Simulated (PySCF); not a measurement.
The calculation used delta-SCF UKS SCAN, pcX-2 on the ionised atom, pcseg-1 elsewhere, spin-free X2C in PySCF. Geometries: PBE0-D3(BJ)/def2-SVP; isolated species, one conformer each. Values against the vacuum level.

Question: Order these sites by rising C 1s binding energy.
A. C5 in `[CH3:1][N+:2]1([CH3:3])[BH2-:4][CH2:5][CH2:6][CH2:7]1`
B. Carbon in `C[S][GaH2-][NH3+]`
C. C2 in `[CH2:1]=[C:2]([CH3:3])[Si@@:4]([OH:5])([SiH3:6])[CH2:7][CH3:8]`
D. C6 in `[F:1][c:2]1[cH:3][cH:4][cH:5][c:6]([Cl:7])[cH:8]1`
E. C3 in `[CH2:1]=[CH:2][c:3]1[cH:4][cH:5][cH:6][o:7]1`

Answer: A (288.98 eV), C (289.88 eV), B (290.73 eV), E (291.74 eV), D (292.20 eV).

From the lowest up, the atoms are bonded to: C, 2 H and B (288.98); C (double bond), C and Si (289.88); S and 3 H (290.73); O (aromatic in the SMILES), C (aromatic in the SMILES) and C (291.74); Cl and 2 C (aromatic in the SMILES) (292.20).

1 of these hole states is spin-contaminated (⟨S²⟩ 0.85, against 0.75; counted from 0.85) and less certain.
